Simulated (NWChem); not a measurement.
System: CH6FNSi; SMILES N([SiH2]F)C

Input file for NWChem:

```
start job
memory heap 200 mb stack 900 mb global 1100 mb
geometry units angstroms noautosym nocenter noautoz
  Si    -0.489228    -0.684379    -0.137976
  F      0.754222    -1.683474     0.210104
  N     -0.291657     0.914256     0.429203
  C      0.523737     1.940841    -0.178209
  H     -0.572150    -0.653564    -1.622488
  H     -1.682638    -1.262503     0.533725
  H     -0.568917     1.116551     1.383671
  H      0.021046     2.922601    -0.158398
  H      1.512928     2.058715     0.300929
  H      0.703893     1.695175    -1.236387
end
basis spherical
  * library cc-pvtz
end
dft
  xc b3lyp
  iterations 150
  semidirect filesize 400000000
end
property
  efieldgrad
end
task dft property
```

Excerpt of the output:

```
             Northwest Computational Chemistry Package (NWChem) 7.3.0
             --------------------------------------------------------

                             Geometry "geometry" -> ""
                             -------------------------

 Output coordinates in angstroms (scale by  1.889725989 to convert to a.u.)

  No.       Tag          Charge          X              Y              Z
 ---- ---------------- ---------- -------------- -------------- --------------
    1 Si                  14.0000    -0.48922800    -0.68437900    -0.13797600
    2 F                    9.0000     0.75422200    -1.68347400     0.21010400
    3 N                    7.0000    -0.29165700     0.91425600     0.42920300
    4 C                    6.0000     0.52373700     1.94084100    -0.17820900
    5 H                    1.0000    -0.57215000    -0.65356400    -1.62248800
    6 H                    1.0000    -1.68263800    -1.26250300     0.53372500
    7 H                    1.0000    -0.56891700     1.11655100     1.38367100
    8 H                    1.0000     0.02104600     2.92260100    -0.15839800
    9 H                    1.0000     1.51292800     2.05871500     0.30092900
   10 H                    1.0000     0.70389300     1.69517500    -1.23638700

 Effective nuclear repulsion energy (a.u.)     177.3841584582

                              NWChem Property Module
                              ----------------------

  itol2e modified to match energy
  convergence criterion.

                                 NWChem DFT Module
                                 -----------------

 Summary of "ao basis" -> "ao basis" (spherical)
 ------------------------------------------------------------------------------
       Tag                 Description            Shells   Functions and Types
 ---------------- ------------------------------  ------  ---------------------
 Si                         cc-pvtz                 12       34   5s4p2d1f
 F                          cc-pvtz                 10       30   4s3p2d1f
 N                          cc-pvtz                 10       30   4s3p2d1f
 C                          cc-pvtz                 10       30   4s3p2d1f
 H                          cc-pvtz                  6       14   3s2p1d

  itol2e modified to match energy
  convergence criterion.

            General Information
            -------------------
          SCF calculation type: DFT
          Wavefunction type:  closed shell.
          No. of atoms     :    10
          No. of electrons :    42
           Alpha electrons :    21
            Beta electrons :    21
          Charge           :     0
          Spin multiplicity:     1
          Use of symmetry is: off; symmetry adaption is: off
          Maximum number of iterations: 150
          AO basis - number of functions:   208
                     number of shells:    78
          Convergence on energy requested:  1.00D-07
          Convergence on density requested:  1.00D-05
          Convergence on gradient requested:  5.00D-04

              XC Information
              --------------
                         B3LYP Method XC Potential
                     Hartree-Fock (Exact) Exchange  0.200
                        Slater Exchange Functional  0.800 local
                    Becke 1988 Exchange Functional  0.720 non-local
              Lee-Yang-Parr Correlation Functional  0.810
                  VWN I RPA Correlation Functional  0.190 local

             Grid Information
             ----------------
          Grid used for XC integration:  fine
          Radial quadrature: Mura-Knowles
          Angular quadrature: Lebedev.
          Tag              B.-S. Rad. Rad. Pts. Rad. Cut. Ang. Pts.
          ---              ---------- --------- --------- ---------
          Si                  1.10      123          11.0       770
          F                   0.50       70          12.0       590
          N                   0.65       70           9.0       590
          C                   0.70       70          11.0       590
          H                   0.35       60          12.0       590
          Grid pruning is: on
          Number of quadrature shells:   693
          Spatial weights used:  Erf1

      Superposition of Atomic Density Guess
      -------------------------------------

 Sum of atomic energies:        -483.23183148

      Non-variational initial energy
      ------------------------------

 Total energy =    -484.946084
 1-e energy   =   -1019.190435
 2-e energy   =     356.860193
 HOMO         =      -0.314222
 LUMO         =       0.056103

------------------------------------------------------------
EAF file 0: "./job.aoints.0" size=846200832 bytes
------------------------------------------------------------
               write      read    awrite     aread      wait
               -----      ----    ------     -----      ----
     calls:     1614         0         0         0         0
   data(b): 8.46e+08  0.00e+00  0.00e+00  0.00e+00
   time(s): 0.00e+00  0.00e+00  0.00e+00  0.00e+00  0.00e+00
rate(mb/s): 0.00e+00  0.00e+00
------------------------------------------------------------

   convergence    iter        energy       DeltaE   RMS-Dens  Diis-err
 ---------------- ----- ----------------- --------- --------- ---------
 d= 0,ls=0.0,diis     1   -485.9241449964 -6.63D+02  3.95D-03  8.76D-01
 d= 0,ls=0.0,diis     2   -485.9082569805  1.59D-02  2.19D-03  1.15D+00
 d= 0,ls=0.0,diis     3   -485.9939935519 -8.57D-02  4.69D-04  8.45D-02
 d= 0,ls=0.0,diis     4   -485.9990777842 -5.08D-03  1.39D-04  3.72D-03
 d= 0,ls=0.0,diis     5   -485.9993748257 -2.97D-04  5.36D-05  7.74D-04
  Resetting Diis
 d= 0,ls=0.0,diis     6   -485.9994448657 -7.00D-05  1.33D-05  2.13D-05
 d= 0,ls=0.0,diis     7   -485.9994471195 -2.25D-06  5.07D-06  1.50D-06
 d= 0,ls=0.0,diis     8   -485.9994470108  1.09D-07  2.97D-06  2.40D-06
 d= 0,ls=0.0,diis     9   -485.9994472974 -2.87D-07  3.04D-07  2.14D-08
 d= 0,ls=0.0,diis    10   -485.9994472993 -1.84D-09  9.13D-08  2.28D-09

         Total DFT energy =     -485.999447299264
      One electron energy =    -1023.060125342740
           Coulomb energy =      405.758208711420
    Exchange-Corr. energy =      -46.081689126177
 Nuclear repulsion energy =      177.384158458233

 Numeric. integr. density =       41.999998619194

                       DFT Final Molecular Orbital Analysis
                       ------------------------------------

[...]

          -----------------------
          Electric field gradient
          -----------------------

 1 a.u. = 0.324123 10**(16) esu/cm**3  ( or statvolts/cm**2 ) = 0.97174 10**(22) v/m**2

 ------------------------------------------------------------
   Atom      X         Y         Z
 ------------------------------------------------------------
    1 Si  -0.92451  -1.29329  -0.26074
 ------------------------------------------------------------

 Electric field gradient in molecular frame (a.u.)
         XX             YY             ZZ             XY             XZ             YZ
 ------------------------------------------------------------------------------------------
       -0.228640      -0.020074       0.248715       0.272821      -0.214454       0.031591

 Principal components (a.u.) and orientation
 of principal axis w.r.t. absolute frame                      Asymmetry parameter eta
 --------------------------------------------------------------------------------------
       -0.470158       0.348667       0.121491                       0.483192

        0.815970      -0.439056       0.376063
       -0.513274      -0.250933       0.820721
        0.265976       0.862707       0.430109

 ------------------------------------------------------------
   Atom      X         Y         Z
 ------------------------------------------------------------
    2 F    1.42527  -3.18130   0.39704
 ------------------------------------------------------------

 Electric field gradient in molecular frame (a.u.)
         XX             YY             ZZ             XY             XZ             YZ
 ------------------------------------------------------------------------------------------
       -0.407974      -0.096243       0.504217       0.750182      -0.292109       0.200132

 Principal components (a.u.) and orientation
 of principal axis w.r.t. absolute frame                      Asymmetry parameter eta
 --------------------------------------------------------------------------------------
       -1.096153       0.592360       0.503793                       0.080798

        0.759944      -0.371531       0.533338
       -0.613260      -0.137918       0.777747
        0.215400       0.918119       0.332655

 ------------------------------------------------------------
   Atom      X         Y         Z
 ------------------------------------------------------------
    3 N   -0.55115   1.72769   0.81108
 ------------------------------------------------------------

 Electric field gradient in molecular frame (a.u.)
         XX             YY             ZZ             XY             XZ             YZ
 ------------------------------------------------------------------------------------------
        0.513172      -0.205100      -0.308072      -0.452233       0.574660      -0.036817

 Principal components (a.u.) and orientation
 of principal axis w.r.t. absolute frame                      Asymmetry parameter eta
 --------------------------------------------------------------------------------------
        0.961810      -0.686955      -0.274855                       0.428463

        0.852111      -0.516430       0.084890
       -0.342713      -0.428013       0.836273
        0.395542       0.741691       0.541702

 ------------------------------------------------------------
   Atom      X         Y         Z
 ------------------------------------------------------------
    4 C    0.98972   3.66766  -0.33677
 ------------------------------------------------------------

 Electric field gradient in molecular frame (a.u.)
         XX             YY             ZZ             XY             XZ             YZ
 ------------------------------------------------------------------------------------------
        0.010002      -0.064645       0.054643      -0.147892       0.088412       0.119734

 Principal components (a.u.) and orientation
 of principal axis w.r.t. absolute frame                      Asymmetry parameter eta
 --------------------------------------------------------------------------------------
       -0.252044       0.129564       0.122480                       0.028106

        0.549383      -0.281447       0.786744
        0.712473       0.649696      -0.265100
       -0.436532       0.706175       0.557455

 ------------------------------------------------------------
   Atom      X         Y         Z
 ------------------------------------------------------------
    5 H   -1.08121  -1.23506  -3.06606
 ------------------------------------------------------------

 Electric field gradient in molecular frame (a.u.)
         XX             YY             ZZ             XY             XZ             YZ
 ------------------------------------------------------------------------------------------
        0.066729       0.066880      -0.133609       0.000042      -0.012199       0.004254

 Principal components (a.u.) and orientation
 of principal axis w.r.t. absolute frame                      Asymmetry parameter eta
 --------------------------------------------------------------------------------------
       -0.134439       0.067549       0.066889                       0.004911

        0.060519       0.934945       0.349592
       -0.021101      -0.348957       0.936901
        0.997944      -0.064077      -0.001391

 ------------------------------------------------------------
   Atom      X         Y         Z
 ------------------------------------------------------------
    6 H   -3.17972  -2.38578   1.00859
 ------------------------------------------------------------

 Electric field gradient in molecular frame (a.u.)
         XX             YY             ZZ             XY             XZ             YZ
 ------------------------------------------------------------------------------------------
       -0.063516       0.036809       0.026707      -0.063405       0.073387       0.034824

 Principal components (a.u.) and orientation
 of principal axis w.r.t. absolute frame                      Asymmetry parameter eta
 --------------------------------------------------------------------------------------
       -0.135004       0.068059       0.066945                       0.008252

        0.804954       0.592805      -0.025123
        0.388034      -0.493923       0.778120
       -0.448864       0.636099       0.627613

 ------------------------------------------------------------
   Atom      X         Y         Z
 ------------------------------------------------------------
    7 H   -1.07510   2.10998   2.61476
 ------------------------------------------------------------

 Electric field gradient in molecular frame (a.u.)
         XX             YY             ZZ             XY             XZ             YZ
 ------------------------------------------------------------------------------------------
        0.168430       0.148131      -0.316561       0.009409       0.163768      -0.111561

 Principal components (a.u.) and orientation
 of principal axis w.r.t. absolute frame                      Asymmetry parameter eta
 --------------------------------------------------------------------------------------
       -0.389013       0.227926       0.161087                       0.171818

       -0.279286       0.867073       0.412533
        0.199948      -0.367695       0.908196
        0.939159       0.336132      -0.070678

 ------------------------------------------------------------
   Atom      X         Y         Z
 ------------------------------------------------------------
    8 H    0.03977   5.52292  -0.29933
 ------------------------------------------------------------

 Electric field gradient in molecular frame (a.u.)
         XX             YY             ZZ             XY             XZ             YZ
 ------------------------------------------------------------------------------------------
        0.045743      -0.181334       0.135592       0.157869       0.010353      -0.004729

 Principal components (a.u.) and orientation
 of principal axis w.r.t. absolute frame                      Asymmetry parameter eta
 --------------------------------------------------------------------------------------
       -0.262453       0.139629       0.122824                       0.064030

       -0.456386       0.434136       0.776684
        0.889499       0.200594       0.410553
        0.022437       0.878230      -0.477712

 ------------------------------------------------------------
   Atom      X         Y         Z
 ------------------------------------------------------------
    9 H    2.85902   3.89041   0.56867
 ------------------------------------------------------------

 Electric field gradient in molecular frame (a.u.)
         XX             YY             ZZ             XY             XZ             YZ
 ------------------------------------------------------------------------------------------
       -0.179137       0.124180       0.054957      -0.039932      -0.152396      -0.011007

 Principal components (a.u.) and orientation
 of principal axis w.r.t. absolute frame                      Asymmetry parameter eta
 --------------------------------------------------------------------------------------
       -0.258574       0.137063       0.121511                       0.060147

        0.892878      -0.390158       0.224823
        0.105739       0.666980       0.737535
        0.437708       0.634756      -0.636787

[...]
```

Level: B3LYP/cc-pVTZ. The geometry was optimised at PBE0/def2-SVP. NWChem prints the field gradient with the sign opposite to the second derivative of the potential.
